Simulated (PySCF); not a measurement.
Isomers of C6H12ClFO. Level of theory: PBE0-D3(BJ)/def2-SVP geometry optimisation, gas phase in PySCF. One conformer each; no zero-point energy, no entropy. No frequencies were run at this level. Point groups hold within 0.08 Å.

Task: Rank from lowest to highest electronic energy at this level (kcal/mol).
A. `[CH3:1][CH2:2][C@@H:3]([CH2:4][O:5][CH3:6])[C@@H:7]([F:8])[Cl:9]` with C1–C2–C3–C4 68°, C2–C3–C4–O5 -177°, C3–C4–O5–C6 179°, C2–C3–C7–F8 -55°
B. `[CH3:1][C@@H:2]([F:3])[CH2:4][CH2:5][C@@H:6]([Cl:7])[CH2:8][OH:9]` with C1–C2–C4–C5 -178°, C2–C4–C5–C6 177°, C4–C5–C6–Cl7 62°, C5–C6–C8–O9 179°, C6–C8–O9–H 54°
C. `[CH3:1][CH:2]([CH3:3])[O:4][C@@H:5]([CH3:6])[C@H:7]([F:8])[Cl:9]` with C1–C2–O4–C5 158°, C2–O4–C5–C6 130°, O4–C5–C7–F8 -176°
D. `[CH3:1][CH:2]([CH3:3])[O:4][C@@H:5]([CH3:6])[C@@H:7]([F:8])[Cl:9]` with C1–C2–O4–C5 154°, C2–O4–C5–C6 141°, O4–C5–C7–F8 58°
E. `[CH3:1][CH2:2][C@@H:3]([CH2:4][O:5][CH3:6])[C@H:7]([F:8])[Cl:9]` with C1–C2–C3–C4 69°, C2–C3–C4–O5 -178°, C3–C4–O5–C6 -177°, C2–C3–C7–F8 59°
F. `[CH3:1][O:2][C@:3]([CH3:4])([CH2:5][F:6])[CH2:7][CH2:8][Cl:9]` with C1–O2–C3–C4 58°, O2–C3–C5–F6 77°, O2–C3–C7–C8 -54°, C3–C7–C8–Cl9 177°

Result: B (0.0), D (6.4), C (6.7), E (11.9), A (12.5), F (14.7).

As drawn, the lowest has an O–H bond, which the highest lacks. Neighbours under 2.5 kcal/mol apart (CC(C)O[C@@H](C)[C@@H](F)Cl and CC(C)O[C@@H](C)[C@H](F)Cl; CC[C@@H](COC)[C@H](F)Cl and CC[C@@H](COC)[C@@H](F)Cl; CC[C@@H](COC)[C@@H](F)Cl and CO[C@](C)(CF)CCCl) can change places with a better method, another conformer or zero-point energy. CC(C)O[C@@H](C)[C@@H](F)Cl and CC(C)O[C@@H](C)[C@H](F)Cl are stereoisomers, 0.3 kcal/mol apart in the conformers taken. CC[C@@H](COC)[C@H](F)Cl and CC[C@@H](COC)[C@@H](F)Cl are stereoisomers, 0.6 kcal/mol apart in the conformers taken.

```json
{"SMILES": "C[C@@H](F)CC[C@@H](Cl)CO", "E (Eh)": "-870.09653", "E rel (kcal/mol)": "0.0", "dipole (D)": "1.90", "point group": "C1", "A, B, C (MHz)": "2706, 549.7, 473.1"}
{"SMILES": "CC(C)O[C@@H](C)[C@@H](F)Cl", "E (Eh)": "-870.08634", "E rel (kcal/mol)": "6.4", "dipole (D)": "1.47", "point group": "C1", "A, B, C (MHz)": "2378, 750.9, 645.8"}
{"SMILES": "CC(C)O[C@@H](C)[C@H](F)Cl", "E (Eh)": "-870.08589", "E rel (kcal/mol)": "6.7", "dipole (D)": "1.68", "point group": "C1", "A, B, C (MHz)": "1806, 937.6, 690.1"}
{"SMILES": "CC[C@@H](COC)[C@H](F)Cl", "E (Eh)": "-870.07762", "E rel (kcal/mol)": "11.9", "dipole (D)": "2.72", "point group": "C1", "A, B, C (MHz)": "1295, 1027, 716.7"}
{"SMILES": "CC[C@@H](COC)[C@@H](F)Cl", "E (Eh)": "-870.07668", "E rel (kcal/mol)": "12.5", "dipole (D)": "2.88", "point group": "C1", "A, B, C (MHz)": "1485, 888.0, 656.8"}
{"SMILES": "CO[C@](C)(CF)CCCl", "E (Eh)": "-870.07312", "E rel (kcal/mol)": "14.7", "dipole (D)": "1.65", "point group": "C1", "A, B, C (MHz)": "2611, 614.2, 569.1"}
```

Task: How do the relative energies change in single points at B3LYP/pcSseg-1 (no added dispersion term) on the same geometries?

Result: 
```
                    SMILES  PBE0-D3(BJ)/def2-SVP (kcal/mol)  B3LYP/pcSseg-1 (kcal/mol)  shift
  C[C@@H](F)CC[C@@H](Cl)CO                              0.0                        0.0    0.0
CC(C)O[C@@H](C)[C@@H](F)Cl                              6.4                        5.5   -0.9
 CC(C)O[C@@H](C)[C@H](F)Cl                              6.7                        6.3   -0.4
   CC[C@@H](COC)[C@H](F)Cl                             11.9                       11.9    0.0
  CC[C@@H](COC)[C@@H](F)Cl                             12.5                       12.1   -0.4
         CO[C@](C)(CF)CCCl                             14.7                       13.6   -1.1
```

Each column counts from its own lowest isomer. The order is unchanged; the largest shift is 1.1 kcal/mol.
